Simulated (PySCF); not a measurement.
Point-charge models of `Cn1nncc1[SiH3]` against its computed dipole.

Coordinates (GFN2-xTB, Å) and charges (e) from the PBE0/pcSseg-1 density (PySCF):

```json
{"atom": "C1", "x": "-1.029", "y": "-1.499", "z": "0.431", "Mulliken": "-0.0411", "IAO": "-0.3189", "Hirshfeld": "-0.0503", "ESP-fitted": "-0.4199"}
{"atom": "N2", "x": "-0.930", "y": "-0.088", "z": "0.215", "Mulliken": "-0.4543", "IAO": "+0.0499", "Hirshfeld": "+0.0451", "ESP-fitted": "+0.5772"}
{"atom": "N3", "x": "-1.989", "y": "0.699", "z": "0.335", "Mulliken": "-0.0244", "IAO": "-0.1128", "Hirshfeld": "-0.0769", "ESP-fitted": "-0.2982"}
{"atom": "N4", "x": "-1.637", "y": "1.907", "z": "0.091", "Mulliken": "-0.2463", "IAO": "-0.1915", "Hirshfeld": "-0.1470", "ESP-fitted": "-0.3301"}
{"atom": "C5", "x": "-0.327", "y": "1.927", "z": "-0.196", "Mulliken": "+0.0283", "IAO": "-0.1031", "Hirshfeld": "-0.0413", "ESP-fitted": "+0.2002"}
{"atom": "C6", "x": "0.170", "y": "0.634", "z": "-0.124", "Mulliken": "-0.0807", "IAO": "-0.2734", "Hirshfeld": "-0.0842", "ESP-fitted": "-0.3871"}
{"atom": "Si7", "x": "1.876", "y": "-0.073", "z": "-0.401", "Mulliken": "+0.5339", "IAO": "+0.6045", "Hirshfeld": "+0.3197", "ESP-fitted": "+0.3086"}
{"atom": "H8", "x": "-2.059", "y": "-1.716", "z": "0.709", "Mulliken": "+0.1471", "IAO": "+0.1852", "Hirshfeld": "+0.0656", "ESP-fitted": "+0.1376"}
{"atom": "H9", "x": "-0.771", "y": "-2.045", "z": "-0.477", "Mulliken": "+0.1380", "IAO": "+0.1607", "Hirshfeld": "+0.0577", "ESP-fitted": "+0.1516"}
{"atom": "H10", "x": "-0.359", "y": "-1.810", "z": "1.234", "Mulliken": "+0.1376", "IAO": "+0.1606", "Hirshfeld": "+0.0578", "ESP-fitted": "+0.1501"}
{"atom": "H11", "x": "0.184", "y": "2.836", "z": "-0.435", "Mulliken": "+0.0923", "IAO": "+0.1694", "Hirshfeld": "+0.0610", "ESP-fitted": "+0.0888"}
{"atom": "H12", "x": "2.762", "y": "1.025", "z": "-0.770", "Mulliken": "-0.0753", "IAO": "-0.0988", "Hirshfeld": "-0.0618", "ESP-fitted": "-0.0370"}
{"atom": "H13", "x": "2.316", "y": "-0.724", "z": "0.837", "Mulliken": "-0.0770", "IAO": "-0.1159", "Hirshfeld": "-0.0727", "ESP-fitted": "-0.0708"}
{"atom": "H14", "x": "1.792", "y": "-1.072", "z": "-1.471", "Mulliken": "-0.0781", "IAO": "-0.1160", "Hirshfeld": "-0.0730", "ESP-fitted": "-0.0710"}
```

**Question.** What dipole does each set of charges give (1 e·Å = 4.803 D), and what does the density give?

**Answer.** The full density gives (3.14, -3.03, -0.26) D, 4.37 D in size; dipole vectors point from the negative to the positive end.

```tsv
scheme	μx	μy	μz	size (D)	share of the full size (%)	angle to the full dipole (°)
Mulliken	4.45	-4.23	-0.38	6.15	141	0
IAO	3.17	-3.54	-0.20	4.75	109	4
Hirshfeld	1.65	-2.47	-0.01	2.97	68	13
ESP-fitted	3.10	-2.97	-0.27	4.30	98	0
```

**Question.** Which set comes closest?

**Answer.** Length of the difference vector: ESP-fitted 0.08 D, IAO 0.51 D, Hirshfeld 1.62 D, Mulliken 1.78 D. Closest: ESP-fitted. 

**Question.** What is left for the Hirshfeld atoms' own dipoles?

**Answer.** The shares of the density sum to the whole, so what Σ q r misses lies in dipoles about the nuclei. The atomic dipoles sum to (3.14, -3.03, -0.26) − (1.65, -2.47, -0.01) = (1.49, -0.56, -0.25) D, 1.62 D in size.

**Question.** With the origin at the mean of the coordinates, (0.000, 0.000, -0.002) Å, which are the largest single terms, by size, of the ESP-fitted dipole along the direction of the full one?

**Answer.** N4 +3.97, N3 +2.77, Si7 +2.11, N2 -1.72, C5 -1.50 D; all 14 atoms together +4.30 D. The single terms depend on the origin, their sum doesn't.

**Question.** Give the size of the full dipole in other units.

**Answer.** 4.37 D = 1.721 au = 0.911 e·Å = 14.59 × 10⁻³⁰ C·m.

Isolated species at its GFN2-xTB geometry, gas phase.
